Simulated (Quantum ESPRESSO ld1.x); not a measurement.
Q: These are the eigenvalues of the occupied orbitals of an atom or ion with whole-number occupations (eV). All-electron calculation, Dirac Kohn-Sham, LDA (Slater exchange, VWN5 correlation), spin-unpolarised, spherical densities, point nucleus. Program: ld1.x of Quantum ESPRESSO 7.5.

1s1/2: -10212.9
2s1/2: -1264.60
2p1/2: -1121.34
2p3/2: -1093.75
3s1/2: -152.429
3p1/2: -106.124
3p3/2: -102.485
3d3/2: -24.7039
3d5/2: -24.2400
4s1/2: -13.4011
5p1/2: -1.1412

Which element is it, and in what charge state? The configuration may be excited. Open shells, if any, fill j = l - 1/2 first.

A: Z = 31, gallium, charge 0: Ga in [Ar] 3d10 4s2 5p1. The list shows which subshells hold electrons but not how many an open one holds; the 1s level, -375.32 hartree, gives Z - s = 27.4 by -(Z - s)^2/2, which with screening and relativity narrows Z to a few neighbours, and the depths of the outer levels then fix element, charge and occupations together.
